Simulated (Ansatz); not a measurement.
Ansatz (an electronic-structure program) input (CCSD(T)/aug-cc-pVDZ):

Ansatz 0.2 input:
```yaml
crystal:
  periodic: [false, false, false]
  atoms:
    - {symbol: H, position_ang: [-0.00000000, -0.00000000, -1.88531576]}
    - {symbol: B, position_ang: [-0.00000000, -0.00000000, -0.71513832]}
    - {symbol: O, position_ang: [0.00000000, 0.00000000, 0.49908626]}
    - {symbol: H, position_ang: [0.00000000, 0.00000000, 1.46831730]}
basis:
  gaussian:
    orbitals: aug-cc-pVDZ
total_charge: 1
magnetization: {spin_polarized: false}
correlation: {method: ccsd_t, electrons: outside_noble_gas}
output: {forces: true}
```

End of the output:

```
615 factors; integrals over basis functions are off by at most 8.2e-4 eV
mean field: 0.11 GiB planned
mean field evaluation 1: about -2726.2366 eV, gradient 6.5e1 eV
mean field evaluation 2: about -2726.2373 eV, gradient 6.5e1 eV
mean field evaluation 4: about -2733.5489 eV, gradient 2.9e0 eV
mean field evaluation 8: about -2733.5763 eV, gradient 6.9e-2 eV
mean field evaluation 16: about -2733.5744 eV, gradient 5.1e-1 eV
mean field -2733.57629470 eV, -100.4570759457 hartree, gradient 2.7e-6 eV, S^2 0.000000; 0 other end points of the search recorded, 0 dependent functions left out
2 core orbitals not correlated
reference -2733.57629470 eV, -100.4570759457 hartree; 5, 5 occupied and 57, 57 virtual orbitals, 615 factors
densities: 0.17 GiB planned
second order -7.03884863 eV of doubles, -0.00000000 eV of singles
coupled cluster: 0.14 GiB planned
cycle   1  -7.15075747 eV  change   -1.1e-1 eV  update   7.2e-2
cycle   2  -7.34713316 eV  change   -2.0e-1 eV  update   2.1e-2
cycle   3  -7.40927769 eV  change   -6.2e-2 eV  update   1.2e-2
cycle   4  -7.40328872 eV  change    6.0e-3 eV  update   2.5e-3
cycle   5  -7.40353981 eV  change   -2.5e-4 eV  update   7.8e-4
cycle   6  -7.40372768 eV  change   -1.9e-4 eV  update   1.6e-4
cycle   7  -7.40363457 eV  change    9.3e-5 eV  update   4.2e-5
cycle   8  -7.40362085 eV  change    1.4e-5 eV  update   1.0e-5
cycle   9  -7.40361881 eV  change    2.0e-6 eV  update   2.4e-6
perturbative correction -0.21059848 eV, -0.0077393515 hartree
the calculation of the forces begins
Total energy: -2741.19051200 eV, -100.7368932703 hartree
Atom 0 at    -0.000000    -0.000000    -1.885316 Å, force     0.000000     0.000000    -0.324189 eV/Å
Atom 1 at    -0.000000    -0.000000    -0.715138 Å, force    -0.000000    -0.000000    -0.957567 eV/Å
Atom 2 at     0.000000     0.000000     0.499086 Å, force     0.000000    -0.000000     1.148551 eV/Å
Atom 3 at     0.000000     0.000000     1.468317 Å, force    -0.000000    -0.000000     0.133205 eV/Å
Dipole moment:    -0.000000    -0.000000    -0.063805 e Å
```

It need not be the lowest isomer of its formula.
